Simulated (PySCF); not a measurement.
Delta-SCF ions had no search for a lower state. 

Cartesian coordinates (Å):
```xyz
5

C      0.6307    -0.0392     0.0797
C     -0.6312    -0.0461     0.0489
O     -0.0065     1.3136     0.0072
H      1.6509    -0.3631     0.1183
H     -1.6485    -0.3814     0.0380
```
Charge 0, multiplicity 1.

Task: Predict the total energy, S1 oscillator strength and vertical ionisation energy (Delta-SCF) from r2SCAN-D4/def2-TZVP in PySCF.

Result: 
```yaml
total_energy: -4148.39 eV
S1 oscillator strength: 0.034
vertical ionisation energy (Delta-SCF): 8.51 eV
```
